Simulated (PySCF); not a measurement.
Field gradients from PBE0/pcSseg-1 densities (PySCF, non-relativistic) at PBE0-D3(BJ)/def2-SVP geometries, isolated species, one conformer each; χzz is the principal value of largest magnitude, with Q(14N) = 0.02044 b. A larger basis could move these couplings by a tenth or more.

**Question.** These 14N couplings (χzz in MHz, η) are listed in rising order: (-5.427, 0.02); (-4.746, 0.51); (-4.506, 0.07); (-4.320, 0.56). Assign them to: the secondary amine nitrogen of `FC[C@H]1CN1`; the nitrile nitrogen of `C=C/C=C\C#N`; N5 (pyridine-type nitrogen) in `[CH3:1][CH2:2][c:3]1[n:4][n:5][c:6]([C:7]([CH3:8])=[O:9])[s:10]1`; the imine nitrogen of `[H]/N=C\C(=C)C#C`.

**Answer.** -5.427 MHz, η 0.02: N5 (pyridine-type nitrogen) in `[CH3:1][CH2:2][c:3]1[n:4][n:5][c:6]([C:7]([CH3:8])=[O:9])[s:10]1`; -4.746 MHz, η 0.51: the imine nitrogen of `[H]/N=C\C(=C)C#C`; -4.506 MHz, η 0.07: the nitrile nitrogen of `C=C/C=C\C#N`; -4.320 MHz, η 0.56: the secondary amine nitrogen of `FC[C@H]1CN1`.

All sites together:

```
nucleus                                                                                             site  Vzz (au)     η  χzz (MHz)
    14N                                                      the secondary amine nitrogen of FC[C@H]1CN1    -0.899  0.56     -4.320
    14N                                                              the nitrile nitrogen of C=C/C=C\C#N    -0.938  0.07     -4.506
    14N  N5 (pyridine-type nitrogen) in [CH3:1][CH2:2][c:3]1[n:4][n:5][c:6]([C:7]([CH3:8])=[O:9])[s:10]1    -1.130  0.02     -5.427
    14N                                                           the imine nitrogen of [H]/N=C\C(=C)C#C    -0.988  0.51     -4.746
```
